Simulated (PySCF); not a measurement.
Al(H)(OH)(SeH) (AlH3OSe), SMILES [OH][AlH][SeH]. Heavy atoms are numbered as in [AlH:1]([OH:3])[SeH:5]. Hydrogens are named by the atom that carries them.

Geometry optimised at PBE-D3(BJ)/def2-TZVP. The values are those of a single conformer.

The numbers are results of HF/pcSseg-2 (PySCF), not measurements.

GIAO shieldings, no solvent; atoms alike by connectivity are averaged. δ = σ(ref) − σ: ¹H against TMS (σ = 31.98 ppm); ¹⁷O against H2O (σ = 326.0 ppm); ⁷⁷Se against Me2Se (σ = 1901.4 ppm), references at their B3LYP-D3(BJ)/def2-TZVP geometries, non-relativistic.

```csv
atoms,nucleus,count,δ (ppm)
H on Al1,¹H,1,___
H on O3,¹H,1,___
H on Se5,¹H,1,1.38
O3 (OH),¹⁷O,1,44.2
Se5 (SeH),⁷⁷Se,1,-394.4
```

### Question
What belongs in the gaps? (The exact figures need the calculation; the answer reports its results.)

### Answer

- H on Al1, δ (ppm): 5.10
- H on O3, δ (ppm): 2.61
